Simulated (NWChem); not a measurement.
Molecule: C$_{4}$H$_{12}$FTa; SMILES [CH3][Ta]([CH3])([CH3])([CH3])[F]

Program: NWChem. Medium grid unless said otherwise, to which SCAN and Minnesota functionals are sensitive. Structure relaxed at the PBE0/def2-SVP level. No frequency run checked for a minimum. def2 effective core potentials on Ta; no spin-orbit coupling. Total energies of different functionals are on different scales.

```tsv
level	energy (Ha)	highest occupied level (eV)	orbital gap (eV)	dipole (D)
B3LYP/def2-SVP	-316.3762	-7.16	5.03	0.57
CAM-B3LYP/def2-SVP	-316.1657	-8.75	8.00	0.49
B3PW91/def2-SVP	-316.3188	-7.19	5.03	0.60
SCAN/def2-SVP	-316.2798	-6.42	3.70	0.56
LRC-wPBEh/def2-SVP	-316.0948	-9.26	9.05	0.52
```
